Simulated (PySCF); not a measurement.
Computed IR spectrum (relative IR intensity) of a molecule C2H5FSi2. Geometry: PBE-D3(BJ)/def2-SVP. The values are those of a single conformer. Calculation: PBE-D3(BJ)/def2-SVP run with PySCF. Frequencies are harmonic and unscaled.

Lines under 2 % of the strongest are left out, and lines within 2 cm⁻¹ are merged.

ν (cm⁻¹): 278 (w), 339 (w), 487 (w), 516 (w), 631 (m), 686 (w), 720 (w), 743 (vs), 789 (w), 832 (m), 869 (m), 896 (w), 902 (m), 2081 (w), 2154 (m), 2170 (m), 2179 (s), 3388 (m) (against the strongest line: vs over 80 %, s over 45 %, m over 15 %, w over 4 %, vw less)

Problem. Pick the molecule that these values belong to.
A) FC1=C[SiH2][SiH2]1
B) C#C[SiH2][SiH2]F
C) C#C[Si@@H](F)[SiH3]
D) F[Si@H]1C=C[SiH2]1

Solution. C, C#C[Si@@H](F)[SiH3]
